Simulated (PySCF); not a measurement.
Calculated NMR parameters of CC(C)[C@@H]1CC=C1F

```
Formula                               : C7H11F
SMILES                                : CC(C)[C@@H]1CC=C1F
InChI                                 : InChI=1S/C7H11F/c1-5(2)6-3-4-7(6)8/h4-6H,3H2,1-2H3/t6-/m0/s1
Point group of the computed structure : C1
Degrees of unsaturation               : 2
Carbon signals                        : 7
Proton signals                        : 7
```

Atoms are numbered as in `[CH3:1][CH:2]([CH3:3])[C@@H:4]1[CH2:5][CH:6]=[C:7]1[F:8]` (H(Xn): hydrogen on atom n). Ha(C5) is cis to C2 on the ring; Hb(C5) is trans to C2 on the ring.

Isolated molecule, one averaged value for each set of equivalent atoms, no relativistic terms, single conformer. σ from GIAO-PBE0/pcSseg-1; GFN2-xTB structure; PySCF 2.14.0 with density-fitted response routines.

Chemical shifts δ = σref − σ; TMS for $^{1}$H (31.72 ppm), $^{13}$C (186.93 ppm); CFCl3 for $^{19}$F (170.95 ppm), all at this level.

| carbon | δC, type | δH (multiplicity) | HMBC from (2–3 bonds) | span of the C tensor (ppm) |
| --- | --- | --- | --- | --- |
| C1 | 23.2, CH3 | 0.95 (d) | H(C4), H(C2), H(C3) | 38 |
| C2 | 37.9, CH | 1.36 (m) | H(C4), Hb(C5), Ha(C5), H(C3), H(C1) | 25 |
| C3 | 23.6, CH3 | 1.13 (d) | H(C4), H(C2), H(C1) | 36 |
| C4 | 58.5, CH | 2.59 (m) | H(C6), Hb(C5), Ha(C5), H(C2), H(C3), H(C1) | 36 |
| C5 | 26.1, CH2 | Ha(C5) 1.65 (m); Hb(C5) 2.19 (m) | H(C6), H(C4), H(C2) | 46 |
| C6 | 109.8, CH | 4.88 (m) | H(C4), Hb(C5), Ha(C5) | 146 |
| C7 | 168.1, C | – | H(C6), H(C4), Hb(C5), Ha(C5), H(C2) | 154 |

Other nuclei:
```tsv
atoms	nucleus	environment	δ (ppm)	σ (ppm)
F8	$^{19}$F	vinylic fluorine	-87.3	258.3
```

Carbon types of the structure: 1 × C, 3 × CH, 1 × CH2, 2 × CH3, which accounts for all hydrogens. δC 168.1: fully substituted alkene carbon. δC 109.8: alkene CH; as expected for a trigonal carbon in a double bond. δC 37.9: sp3 CH; aliphatic region, no heteroatom directly attached. δC 23.6, 23.2: methyl carbon; aliphatic region, no heteroatom directly attached. δH 1.13, 0.95: hydrogen on a methyl carbon; far from electronegative atoms and π systems.

Splittings by $^{19}$F in the carbon and heteronuclear signals aren't shown, as no couplings were computed. Shifts are as computed. Against solution values, carbons near 30 ppm lie about +3 ppm off and those near 130 ppm about +5 ppm (rms about the fit 2.1 ppm; single classes can miss by 10 ppm). Of 1328 compounds with measured shifts, 309 miss one by over three times the rms of a fit or turn the order of signals round; such compounds aren't used in these exercises. Signals without a measured value on file couldn't be tested in this way; 1H shifts scatter by 0.2 ppm about their fit, and single ones miss by 0.5 ppm. Unscaled 19F shifts against computed CFCl3 carry errors that often reach 10 to 50 ppm. No couplings were computed; multiplicities are counted from neighbouring protons, with m where these are inequivalent, close in shift, in a saturated or five-membered ring or joined by F or P, and br s for small geminal =CH2 splittings.
